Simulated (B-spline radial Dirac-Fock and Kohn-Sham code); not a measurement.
**Widths and yields of inner-shell holes in Nb⁴⁺**

System: Nb⁴⁺, configuration [Kr] 4d1.

The computed values come from an atomic code on a B-spline grid: independent-particle radiative and Coulomb Auger rates from relativistic LDA hole-state orbitals, with Dirac-Fock energies.

Partial widths are in eV. Coster-Kronig decay leaves a hole in the same principal shell; its rates are the weakest part of the model, often 1.5 to 2.5 times too large and more for N holes. Holes without an open Auger channel, or with an unreliable SCF state, are not listed.

```
hole  radiative   Auger  Coster-Kronig   total  fluorescence yield  lifetime (fs)
   K       3.05    1.03              0    4.08               0.748          0.161
  L1     0.0384   0.979           4.73    5.75             0.00668          0.114
  L2     0.0562    1.45         0.0176    1.52              0.0370          0.433
  L3     0.0546    1.55              0    1.61              0.0339          0.409
  M1   0.000653   0.145           1.56    1.71            0.000383          0.386
  M2   0.000562   0.165           2.82    2.99            0.000188          0.220
  M3   0.000495   0.170           3.05    3.22            0.000154          0.205
  M4   3.56e-05  0.0665              0  0.0666            0.000534           9.89
  M5   3.30e-05  0.0708              0  0.0708            0.000466           9.29
```
